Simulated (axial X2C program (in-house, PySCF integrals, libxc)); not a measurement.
Worked dissociation energy of MoN⁻: LDA, without spin–orbit coupling

Calculated with an axial X2C code built on PySCF integrals. Spin-free means the one-electron spin-free X2C Hamiltonian. Basis: Mo dyall-acv3z [12s13p10d5f3g], N dyall-av3z [7s7p3d2f] (cores contracted in-house); Gaussian nuclei, density fitting, unrestricted open shells. Masses: Mo 97.905 u, N 14.003 u.

Molecular state: M_S = 1, Λ = 0 (beyond evenly filled blocks: δ+α, δ-α).

| Item | Value |
| --- | --- |
| E(Mo-) (2M_S = 5, M_L = 0) | -4043.709187 hartree |
| E(N) (2M_S = 3, M_L = 0) | -54.165548 hartree |
| E(MoN⁻) at Re | -4098.158614 hartree |
| ωe | 1118.1 cm⁻¹ |

**Question.** Work out De and D0.

**Answer.** De = -4043.709187 + (-54.165548) − (-4098.158614) = 0.28388 hartree = 7.725 eV. The zero-point energy is ωe/2 = 559 cm⁻¹ = 0.069 eV, so D0 = 7.655 eV.

One determinant describes the state; a PBE0 search over occupations chose it and may have missed a lower one. De is counted from the lowest determinant-based energies of the atoms at the same level, without counterpoise correction. The highest occupied level of some functionals is positive through self-interaction error; at Hartree–Fock it is bound. The determinant is spin-polarised beyond a pure state at some levels (its spin-free form has ⟨S²⟩ too high), which makes Re and μ there less reliable.

LDA overbinds, often by about an eV.

Each atomic determinant is the lowest at this level and need not be a pure term. Totals compare only within one Hamiltonian and basis.
